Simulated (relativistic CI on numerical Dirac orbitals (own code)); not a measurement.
# Ti⁴⁺ in a cubic cluster: L2,3 absorption with charge transfer

Computed with a charge-transfer multiplet model of a cubic metal-ligand cluster with up to 2 ligand holes, Slater and spin-orbit integrals from Dirac-Coulomb-Breit ions, Slater integrals scaled by 0.7. The ground state mixes d0 with configurations of k ligand holes L, whose averages lie at kΔ + k(k − 1)U_dd/2; a core hole lowers each added d electron by U_cd. 20 K, Lorentzian 0.4 eV and Gaussian 0.3 eV FWHM.

Atomic integrals in eV (Slater integrals scaled, ζ unscaled), ground: F2dd 5.756, F4dd 3.579, zeta_d 0.013; with the core hole: F2dd 5.756, F4dd 3.579, zeta_d 0.032, zeta_core 3.741, F2cd 4.433, G1cd 3.312, G3cd 1.881. Where a configuration has fewer than two d electrons, the dd integrals are those of d2.

Cluster parameters (eV): Δ = 4.6, U_dd = 5.9, 10Dq = 2.1, 10Dq(ligand) = 1.5, V(eg) = 2.5, V(t2g) = -1.29, final-state hopping factor = 0.9.

```tsv
Case	n_d	d0	d1L	d2L2	S
U_cd = 5.6 eV	0.52	0.54	0.40	0.06	0.00
U_cd = 6.2 eV	0.52	0.54	0.40	0.06	0.00
U_cd = 6.8 eV	0.52	0.54	0.40	0.06	0.00
```

Weights, n_d and S are thermal averages at 20 K. Photon energies count from the first peak over 30 % of the highest in each spectrum, which can be another peak from case to case. The parameters are a model scan and need not match a compound or its usual spin state. Peaks in eV (height, largest 100):
- U_cd = 5.6 eV: 0.0 (40), 2.6 (77), 5.4 (56), 7.9 (100)
- U_cd = 6.2 eV: 0.0 (46), 2.6 (86), 5.4 (62), 7.9 (100)
- U_cd = 6.8 eV: 0.0 (48), 2.6 (85), 5.4 (64), 8.0 (100)

Curve for U_cd = 6.2 eV (points under 2 left out, the grid thinned):

```
E (eV)  Intensity
  -1.9        2.4
  -1.6        3.4
  -1.3        4.0
  -1.0        6.3
  -0.8        6.5
  -0.5       10.7
  -0.2       32.3
   0.1       41.9
   0.4       15.2
   0.7        7.1
   0.9        6.2
   1.2        5.8
   1.5        5.8
   1.8        8.9
   2.1       20.6
   2.4       65.2
   2.6       85.8
   2.9       37.9
   3.2       14.5
   3.5        8.8
   3.8        8.0
   4.1        8.6
   4.3       10.9
   4.6       17.3
   4.9       29.7
   5.2       53.3
   5.5       59.4
   5.8       36.1
   6.1       17.5
   6.3       13.0
   6.6       11.6
   6.9       15.6
   7.2       24.5
   7.5       50.9
   7.8       94.8
   8.0       96.8
   8.3       61.6
   8.6       26.7
   8.9       14.2
   9.2        9.7
   9.5        7.0
   9.7        5.5
  10.0        3.6
  10.3        2.5
  10.6        2.1
```

A d0 ion has no d-d gap: its lowest excitations are ligand-to-metal charge transfer. With the core hole the configuration with one ligand hole lies at Δ + U_dd − U_cd = 4.9, 4.3, 3.7 eV from the one without, in the order of the table; where this is negative the screened configuration lies lower, though the effective hopping of about 5.1 eV (from the holes of the mixed ground state) mixes the two strongly wherever it is as large as the gap.
